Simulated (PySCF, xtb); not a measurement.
Si(H)(I)2(OH) (H₂I₂OSi), SMILES O[SiH](I)I. Other conformers were not sampled.

Harmonic wavenumbers (cm⁻¹) from GFN2-xTB (xtb 6.7.1) at its own minimum, in rising order: 78, 163, 199, 252, 349, 452, 638, 644, 735, 951, 2479, 3656.

Q: What does PBE-D3(BJ)/def2-SVP run with PySCF give at its own minimum? (An estimate is asked for; the answer gives what the named calculation found.)

A: 82, 151, 206, 282, 318, 399, 714, 741, 832, 901, 2231, 3744. Paired by order, the mean absolute difference is 66 cm⁻¹ and the zero-point energies are 15.1 and 15.2 kcal/mol.
